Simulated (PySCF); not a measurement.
Al(H)2(OH)(py), C₅H₈AlNO, singlet (GFN2-xTB optimised geometry):

```
16

Al    -0.194    -0.039     0.000
H      1.365    -0.039     0.000
H     -0.906    -1.220     0.726
O     -0.955     1.425     0.000
H     -1.365     2.272     0.092
C     -0.433    -2.145    -4.247
C      0.189    -2.674    -3.124
C      0.170    -1.937    -1.955
N     -0.418    -0.756    -1.872
C     -1.013    -0.243    -2.935
C     -1.046    -0.905    -4.152
H     -0.439    -2.690    -5.179
H      0.677    -3.636    -3.160
H      0.628    -2.272    -1.034
H     -1.470     0.725    -2.792
H     -1.540    -0.461    -5.002
```

Level of theory: PBE0/def2-TZVP run with PySCF 2.14.0.

Task: What are the frontier orbital energies and the dipole moment?

Result: HOMO-2 -8.41 eV, HOMO-1 -7.88 eV, HOMO -6.61 eV, LUMO -1.89 eV, LUMO+1 -1.30 eV; dipole moment 6.31 D.

On the same geometry PBE/def2-TZVP in PySCF gives HOMO-2 -6.76 eV, HOMO-1 -6.32 eV, HOMO -5.33 eV, LUMO -2.79 eV, LUMO+1 -2.25 eV; dipole moment 6.11 D.

Meta-Löwdin charges at PBE0/def2-TZVP: Al1 0.61, H2 -0.22, H3 -0.22, O4 -0.83, H5 0.35, C6 -0.07, C7 -0.13, C8 0.04, N9 -0.15, C10 0.02, C11 -0.13, H12 0.14, H13 0.14, H14 0.15, H15 0.15, H16 0.14.
